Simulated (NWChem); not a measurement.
System: CH3BrGeO, singlet; SMILES [Br][Ge][O]C

Parts of the log:

```
             Northwest Computational Chemistry Package (NWChem) 7.3.0
             --------------------------------------------------------

 C1  symmetry detected

                             Geometry "geometry" -> ""
                             -------------------------

 Output coordinates in angstroms (scale by  1.889725989 to convert to a.u.)

  No.       Tag          Charge          X              Y              Z
 ---- ---------------- ---------- -------------- -------------- --------------
    1 Ge                  32.0000     0.87381917    -0.72104764     0.00009814
    2 Br                  35.0000    -0.13454372     1.46253568    -0.00005733
    3 O                    8.0000    -0.56242943    -1.79572646    -0.00079846
    4 C                    6.0000    -1.95616495    -1.54484210     0.00035541
    5 H                    1.0000    -2.18883023    -0.45755030    -0.01759993
    6 H                    1.0000    -2.41704615    -2.02758415    -0.88818990
    7 H                    1.0000    -2.41088183    -1.99522582     0.90891086

 Effective nuclear repulsion energy (a.u.)     496.6923125459

                                 NWChem DFT Module
                                 -----------------

 Summary of "ao basis" -> "ao basis" (spherical)
 ------------------------------------------------------------------------------
       Tag                 Description            Shells   Functions and Types
 ---------------- ------------------------------  ------  ---------------------
 Ge                          6-31g*                 12       32   5s4p3d
 Br                          6-31g*                 12       32   5s4p3d
 O                           6-31g*                  6       14   3s2p1d
 C                           6-31g*                  6       14   3s2p1d
 H                           6-31g*                  2        2   2s

            General Information
            -------------------
          SCF calculation type: DFT
          Wavefunction type:  closed shell.
          No. of atoms     :     7
          No. of electrons :    84
           Alpha electrons :    42
            Beta electrons :    42
          Charge           :     0
          Spin multiplicity:     1
          Use of symmetry is: off; symmetry adaption is: off
          Maximum number of iterations: 150
          AO basis - number of functions:    98
                     number of shells:    42
          Convergence on energy requested:  1.00D-06
          Convergence on density requested:  1.00D-05
          Convergence on gradient requested:  5.00D-04

              XC Information
              --------------
                     Hartree-Fock (Exact) Exchange  1.000
                   CAM-Becke88 Exchange Functional  1.000
                      VWN V Correlation Functional  0.190 local
              Lee-Yang-Parr Correlation Functional  0.810

           Range-Separation Parameters
           ---------------------------
           Alpha           :  0.19
           Beta            :  0.46
           Gamma           :  0.33
           Short-Range HF  :     F

             Grid Information
             ----------------
          Grid used for XC integration:  medium
          Radial quadrature: Mura-Knowles
          Angular quadrature: Lebedev.
          Tag              B.-S. Rad. Rad. Pts. Rad. Cut. Ang. Pts.
          ---              ---------- --------- --------- ---------
          Ge                  1.25      112          10.0       590
          Br                  1.15      112          11.0       590
          O                   0.60       49          10.0       434
          C                   0.70       49          10.0       434
          H                   0.35       45          11.0       434
          Grid pruning is: on
          Number of quadrature shells:   457
          Spatial weights used:  Erf1

      Superposition of Atomic Density Guess
      -------------------------------------

 Sum of atomic energies:       -4761.01801900

      Non-variational initial energy
      ------------------------------

 Total energy =   -4762.006156
 1-e energy   =   -7621.708754
 2-e energy   =    2363.010286
 HOMO         =      -0.296285
 LUMO         =      -0.040803

   convergence    iter        energy       DeltaE   RMS-Dens  Diis-err
 ---------------- ----- ----------------- --------- --------- ---------
 d= 0,ls=0.0,diis     1  -4765.8660826882 -5.26D+03  1.31D-02  6.80D-01
 d= 0,ls=0.0,diis     2  -4765.8439997665  2.21D-02  6.20D-03  1.10D+00
 d= 0,ls=0.0,diis     3  -4765.9485449504 -1.05D-01  1.77D-03  5.29D-02
 d= 0,ls=0.0,diis     4  -4765.9528626787 -4.32D-03  6.85D-04  7.25D-03
 d= 0,ls=0.0,diis     5  -4765.9536033326 -7.41D-04  8.07D-05  1.92D-04
  Resetting Diis
 d= 0,ls=0.0,diis     6  -4765.9536156402 -1.23D-05  3.36D-05  1.00D-05
 d= 0,ls=0.0,diis     7  -4765.9536166601 -1.02D-06  1.46D-05  9.62D-07
 d= 0,ls=0.0,diis     8  -4765.9536167291 -6.90D-08  5.22D-06  1.06D-06

         Total DFT energy =    -4765.953616729084
      One electron energy =    -7623.252758182376
           Coulomb energy =     2546.253572949838
    Exchange-Corr. energy =     -185.646744042474
 Nuclear repulsion energy =      496.692312545928

 Numeric. integr. density =       84.000003556007

                       DFT Final Molecular Orbital Analysis
                       ------------------------------------

 Vector   40  Occ=2.000000D+00  E=-3.529481D-01
              MO Center=  6.2D-02,  1.0D+00,  8.0D-04, r^2= 2.7D+00
   Bfn.  Coefficient  Atom+Function         Bfn.  Coefficient  Atom+Function
  ----- ------------  ---------------      ----- ------------  ---------------
    44      0.577096  2 Br py                43      0.410683  2 Br px
    40     -0.260397  2 Br py                48      0.243340  2 Br py
    10     -0.209003  1 Ge s                 47      0.188308  2 Br px
    11      0.186062  1 Ge px                39     -0.185467  2 Br px
    68      0.120333  3 O  py                12     -0.115703  1 Ge py

 Vector   41  Occ=2.000000D+00  E=-3.479128D-01
              MO Center= -3.2D-01,  6.3D-01,  2.7D-04, r^2= 3.6D+00
   Bfn.  Coefficient  Atom+Function         Bfn.  Coefficient  Atom+Function
  ----- ------------  ---------------      ----- ------------  ---------------
    45      0.661535  2 Br pz                49      0.317942  2 Br pz
    41     -0.299720  2 Br pz                69     -0.292012  3 O  pz
    73     -0.230995  3 O  pz                83      0.098488  4 C  pz
    37      0.089938  2 Br pz                98      0.083271  7 H  s
    96     -0.081185  6 H  s                 97      0.072739  7 H  s

 Vector   42  Occ=2.000000D+00  E=-3.311894D-01
              MO Center=  4.0D-01,  3.2D-01, -3.7D-04, r^2= 3.9D+00
   Bfn.  Coefficient  Atom+Function         Bfn.  Coefficient  Atom+Function
  ----- ------------  ---------------      ----- ------------  ---------------
    43      0.565701  2 Br px                10      0.449503  1 Ge s
    11     -0.283618  1 Ge px                47      0.268374  2 Br px
    39     -0.254820  2 Br px                44     -0.204730  2 Br py
    14     -0.197741  1 Ge s                  6     -0.174107  1 Ge s
    12      0.160798  1 Ge py                70      0.136297  3 O  s

 Vector   43  Occ=0.000000D+00  E=-5.068235D-02
              MO Center=  7.5D-01, -6.8D-01,  9.3D-04, r^2= 3.4D+00
   Bfn.  Coefficient  Atom+Function         Bfn.  Coefficient  Atom+Function
  ----- ------------  ---------------      ----- ------------  ---------------
    13      0.657092  1 Ge pz                17      0.469109  1 Ge pz
     9     -0.237576  1 Ge pz                69     -0.237544  3 O  pz
    73     -0.229576  3 O  pz                45     -0.213772  2 Br pz
    49     -0.181986  2 Br pz                41      0.094347  2 Br pz
    98      0.083336  7 H  s                 96     -0.080918  6 H  s

 Vector   44  Occ=0.000000D+00  E= 2.455473D-02
              MO Center=  8.0D-01, -5.2D-01, -5.0D-05, r^2= 5.1D+00
   Bfn.  Coefficient  Atom+Function         Bfn.  Coefficient  Atom+Function
  ----- ------------  ---------------      ----- ------------  ---------------
    16      0.809899  1 Ge py                12      0.601709  1 Ge py
    46     -0.578059  2 Br s                 48      0.536801  2 Br py
    15     -0.356176  1 Ge px                14      0.333001  1 Ge s
    44      0.278443  2 Br py                10     -0.260360  1 Ge s
    47     -0.256961  2 Br px                42      0.222463  2 Br s

 Vector   45  Occ=0.000000D+00  E= 5.682183D-02
              MO Center=  8.0D-01, -6.6D-01, -2.0D-04, r^2= 4.9D+00
   Bfn.  Coefficient  Atom+Function         Bfn.  Coefficient  Atom+Function
  ----- ------------  ---------------      ----- ------------  ---------------
    15      0.845362  1 Ge px                70      0.638764  3 O  s
    11      0.375860  1 Ge px                16      0.374265  1 Ge py
    10      0.348244  1 Ge s                 14     -0.242761  1 Ge s
    48     -0.236753  2 Br py                68      0.167825  3 O  py
    72      0.168511  3 O  py                44     -0.161439  2 Br py

     Multipole analysis of the density
     ---------------------------------

     L   x y z        total         alpha         beta         nuclear
     -   - - -        -----         -----         ----         -------
     0   0 0 0     -0.000000    -42.000000    -42.000000     84.000000

     1   1 0 0     -0.036450     -0.018225     -0.018225     -0.000000
     1   0 1 0     -0.649597     -0.324798     -0.324798      0.000000
     1   0 0 1      0.001069      0.000534      0.000534      0.000000

[...]
```

Level: CAM-B3LYP/6-31G* (spherical d), vertical spin-unrestricted ions. Low-valent species are run as closed-shell singlets; no triplet was tried in these runs. The geometry was optimised at PBE-D3(BJ)/def2-SVP.

Q: Which NWChem input produces such a log?

A: This is not unique; one that fits is the input that was run:
```
start job
memory heap 200 mb stack 900 mb global 1100 mb
geometry units angstroms noautoz
  Ge     0.885012    -0.648018    -0.000314
  Br    -0.387237     1.393112    -0.001949
  O     -0.406339    -1.893066     0.003362
  C     -1.820457    -1.817562     0.006888
  H     -2.186648    -0.767708    -0.012340
  H     -2.219260    -2.355529    -0.879967
  H     -2.213980    -2.319364     0.917064
end
basis spherical
  Ge library 6-31g*
  Br library 6-31g*
  O library 6-31g*
  C library 6-31g*
  H library 6-31g*
end
dft
  xc xcamb88 1.00 lyp 0.81 vwn_5 0.19 hfexch 1.00
  cam 0.33 cam_alpha 0.19 cam_beta 0.46
  iterations 150
  vectors input atomic output neutral.movecs
end
task dft energy
charge 1
dft
  odft
  mult 2
  vectors input atomic output cation.movecs
end
task dft energy
```
